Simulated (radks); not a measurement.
Values are calculated unless marked as measured or tabulated.
Q: The table gives one normalised radial function P(r) = r R(r) of In in [Kr] 4d10 5s2 5p1 (r in bohr). Level of theory: scalar-relativistic Kohn-Sham, BLYP, spin-polarised, spherical densities, finite nucleus; open shells are filled with parallel spins first (spin-orbit coupling, left out, can overturn this in heavy ions); Fermi nuclear charge, rms radius 4.6156 fm (a radial shooting solver on a logarithmic mesh with Libxc functionals).

r         P
0.001387   0.0016
0.001865   0.0027
0.002528   0.0047
0.003399   0.0079
0.004606   0.0135
0.006242   0.0229
0.008393   0.0380
0.01137    0.0630
0.01529    0.1008
0.02073    0.1578
0.02786    0.2329
0.03776    0.3241
0.05118    0.4059
0.06881    0.4299
0.09326    0.3299
0.1254     0.0653
0.1699    -0.3274
0.2303    -0.6299
0.3096    -0.5544
0.4196     0.0116
0.5642     0.7522
0.7646     1.1824
1.036      1.0316
1.393      0.5907
1.888      0.2177
2.539      0.0514
3.44       0.0064
4.626      0.0004
6.269      0.0000
8.496      0.0000
11.42      0.0000

Which n and l does it have? It may be an empty orbital.

A: n = 4, l = 1: the number of nodes gives n - l - 1 = 2, the rise at small r (about r^(l+1), flatter next to the nucleus through relativity) gives l, and the extent must fit the shell. The curve is that of 4p down; the table hardly tells the two spins apart. 4p down: eigenvalue -77.819 eV, 2 radial nodes at r = 0.132, 0.418 bohr, <r> = 0.921 bohr, 90 % of the charge inside 1.36 bohr.
